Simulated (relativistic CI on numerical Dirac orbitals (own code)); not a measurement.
# Electric-dipole transitions in Hg⁶⁰⁺

Computed by Dirac-Coulomb-Breit CI, KLI orbitals optimised for each configuration, a model potential for QED, unscaled Slater integrals (own radial code, finite nucleus).

Configuration list (outside the closed core [Ne]): 3s²3p⁶3d², 3s²3p⁵3d³, 3s3p⁶3d³, 3s²3p⁶3d4s, 3s²3p⁶3d4p, 3s²3p⁶3d4d, 3s²3p⁵3d²4s, 3s²3p⁶3d4f, 3s²3p⁵3d²4p, 3s²3p⁵3d²4d, 3s3p⁶3d²4s, 3s²3p⁶4s², 3p⁶3d³4p, 3s3p⁶3d²4p, 3s²3p⁶4s4p, 3s²3p⁶3d5s, 3s²3p⁶3d5d, 3s²3p⁶3d5g, 3p⁶3d⁴, 3p⁵3d⁵, 3p⁵3d⁴4s, 3p⁶3d³4s, 3p⁵3d³4s², 3s²3p⁶4s4d, 3s²3p⁵4s²4d, 3s²3p⁶4p², 3s²3p⁵4s4p², 3s3p⁶3d4s², 3s3p⁶4s²4p, 3s3p⁶4s²4d. Double excitations out of closed p, d and f shells are left out; levels of such configurations are missing from the list, as are those of other unlisted configurations, and high levels can miss mixing partners. These lack a partner that the ground configuration has and come out too high: 3s²3p⁵3d²4p, 3s²3p⁵3d²4d.

```
λ vac (Å)                Lower                   Upper   A (s⁻¹)  E lower (eV)  E upper (eV)
   4.4016    3s²3p⁶3d² ¹G4 [5]  3s²3p⁵3d²4s ¹G°4 [383]  3.31e+13        120.93       2937.73
   4.4161    3s²3p⁶3d² ³F2 [1]  3s²3p⁵3d²4s ³G°3 [291]  4.31e+13          0.00       2807.56
   4.4202    3s²3p⁶3d² ³F2 [1]  3s²3p⁵3d²4s ³F°2 [290]  3.73e+13          0.00       2804.93
   4.4208    3s²3p⁶3d² ³F3 [3]  3s²3p⁵3d²4s ³G°4 [350]  2.48e+13        105.34       2909.88
   4.4315    3s²3p⁶3d² ¹G4 [5]  3s²3p⁵3d²4s ¹H°5 [360]  3.23e+13        120.93       2918.70
   14.403    3s²3p⁶3d² ³F2 [1]     3s²3p⁵3d³ ³D°1 [83]  9.88e+12          0.00        860.85
   14.582    3s²3p⁶3d² ³P2 [4]     3s²3p⁵3d³ ³S°1 [94]  8.61e+12        117.15        967.43
   14.582    3s²3p⁶3d² ³F3 [3]     3s²3p⁵3d³ ³F°3 [91]  3.81e+12        105.34        955.57
   14.609    3s²3p⁶3d² ¹G4 [5]     3s²3p⁵3d³ ¹F°3 [95]  7.73e+12        120.93        969.60
   14.685    3s²3p⁶3d² ³F3 [3]     3s²3p⁵3d³ ³D°2 [90]  7.39e+12        105.34        949.63
   14.704    3s²3p⁶3d² ³P1 [6]     3s²3p⁵3d³ ³D°2 [93]  5.54e+12        122.91        966.11
   14.737    3s²3p⁶3d² ¹D2 [8]    3s²3p⁵3d³ ³P°2 [114]  5.92e+12        229.55       1070.87
   14.744    3s²3p⁶3d² ¹G4 [5]     3s²3p⁵3d³ ¹G°4 [92]  8.82e+12        120.93        961.84
   14.764    3s²3p⁶3d² ³F4 [7]    3s²3p⁵3d³ ³D°3 [110]  4.85e+12        219.78       1059.54
   14.788    3s²3p⁶3d² ³P2 [4]     3s²3p⁵3d³ ³F°3 [91]  3.97e+12        117.15        955.57
   14.845    3s²3p⁶3d² ³F4 [7]    3s²3p⁵3d³ ³F°4 [108]  6.53e+12        219.78       1055.00
   14.865    3s²3p⁶3d² ³F4 [7]    3s²3p⁵3d³ ³G°5 [107]  5.84e+12        219.78       1053.87
   15.122    3s²3p⁶3d² ³F2 [1]     3s²3p⁵3d³ ³F°2 [82]  5.49e+12          0.00        819.87
   16.350  3s²3p⁵3d³ ³H°6 [20]      3s3p⁶3d³ ³G5 [126]  5.33e+12        413.58       1171.88
   26.198    3s²3p⁶3d² ³F3 [3]     3s²3p⁵3d³ ³F°3 [64]  1.14e+12        105.34        578.59
   26.361    3s²3p⁶3d² ¹G4 [5]     3s²3p⁵3d³ ¹F°3 [69]  1.78e+12        120.93        591.27
   26.388    3s²3p⁶3d² ³F4 [7]     3s²3p⁵3d³ ³D°3 [79]  1.83e+12        219.78        689.63
   26.495    3s²3p⁶3d² ³P2 [4]     3s²3p⁵3d³ ³D°2 [66]  1.39e+12        117.15        585.11
   26.517    3s²3p⁶3d² ³F3 [3]     3s²3p⁵3d³ ³D°2 [61]  1.20e+12        105.34        572.91
   26.731    3s²3p⁶3d² ³F2 [1]     3s²3p⁵3d³ ³G°3 [34]  1.06e+12          0.00        463.81
   26.797    3s²3p⁶3d² ³F2 [1]     3s²3p⁵3d³ ³F°2 [33]  1.54e+12          0.00        462.68
   26.940    3s²3p⁶3d² ¹G4 [5]     3s²3p⁵3d³ ¹G°4 [65]  1.66e+12        120.93        581.16
   26.978    3s²3p⁶3d² ³F2 [1]     3s²3p⁵3d³ ³G°3 [32]  7.58e+11          0.00        459.58
   27.224    3s²3p⁶3d² ³F4 [7]     3s²3p⁵3d³ ³F°4 [77]  1.56e+12        219.78        675.20
   27.922    3s²3p⁶3d² ¹G4 [5]     3s²3p⁵3d³ ¹H°5 [58]  6.45e+11        120.93        564.97
```

Terms are leading LS components. Brackets give the number of a level in order of energy, since labels repeat. The list gives strong lines, with weight on those to low levels, without lines whose two gauges differ by over a factor of 2.5, among the lowest 400 of 2053 levels, so that lines to higher ones, which can be the strongest, are missing. Levels whose partners in the same complex of configurations lie outside the list can be far off, and so can their lines. Rates are taken at the computed energies, electric ones in the length gauge.

At this charge energies of transitions that change n are usually good to better than 1 %, and those within a shell (Δn = 0) to a few per cent.

LS names give the leading component of a level, which can be under half, so a name can repeat, a term be missing and a line seem to break the LS rules.
